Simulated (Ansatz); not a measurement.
Molecule: tribromo(chloro)germane, sum formula GeBr3Cl, charge 0, multiplicity 1. 
Geometry from a B3LYP-D3(BJ)/def2-TZVP (Ansatz, a first-principles code) optimisation:
SMILES: [Cl][Ge]([Br])([Br])[Br]
```xyz
5

Cl    -0.0238     0.0989     2.4149
Ge    -0.0027     0.0112     0.2731
Br     2.0502    -0.7499    -0.4242
Br    -1.6519    -1.4245    -0.4330
Br    -0.3843     2.1161    -0.5655
```
Charge 0, spin multiplicity 1.

Basis-set convergence of Hartree-Fock and CCSD(T) correlation energies (hartree) with Ansatz. Valence correlation only, unless marked. No spin-orbit coupling. The frozen core is the preceding noble-gas configuration, with the filled d and f shells of earlier blocks. Non-relativistic.

```tsv
basis	functions	E(HF)	E(corr, CCSD(T))
def2-SVPD	188	-10250.95582	-0.67222
def2-TZVPPD	276	-10252.31827	-0.86908
def2-QZVPPD	468	-10252.51793	-0.94892
```

Extrapolating the two largest sets (X = 3 and 4) as X^-3: E(corr) = (64·(-0.94892) - 27·(-0.86908))/37 = -1.0072 Eh, an estimate of the basis-set limit. The largest set recovers 94.2 % of it, the smallest 66.7 %.
